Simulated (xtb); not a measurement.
bromo-dichloro-fluoromethane (CBrCl₂F), SMILES FC(Cl)(Cl)Br. All values are semi-empirical tight-binding results from xtb (GFN2-xTB unless named), good for trends rather than for accurate numbers. Coordinates come from a GFN2-xTB optimisation.

Optimised geometry:

```xyz
5

F     -0.5902     1.6158     0.0000
C     -0.4711     0.2891     0.0000
Cl    -1.2428    -0.3600     1.4568
Cl    -1.2428    -0.3600    -1.4568
Br     1.4398    -0.1153     0.0000
```

The point group as xtb finds it comes out as Cs, the orbital gap comes out as 4.30 eV and the zero-point energy is 5.8 kcal/mol. The G − E(el) at 298.15 K (modified RRHO) is -14.1 kcal/mol. The static polarisability (D4 model) is 62.9 bohr³ and the solvation energy, GFN2-xTB/ALPB(water) is 0.8 kcal/mol. The solvation energy, GFN2-xTB/ALPB(toluene) is -3.6 kcal/mol.

Computed atomic charges and the Wiberg bond orders between heavy atoms:
charges (e) F1 -0.15, C2 0.35, Cl3 -0.08, Cl4 -0.08, Br5 -0.05. Bond orders F1–C2 1.02, C2–Cl3 0.97, C2–Cl4 0.97, C2–Br5 0.94.
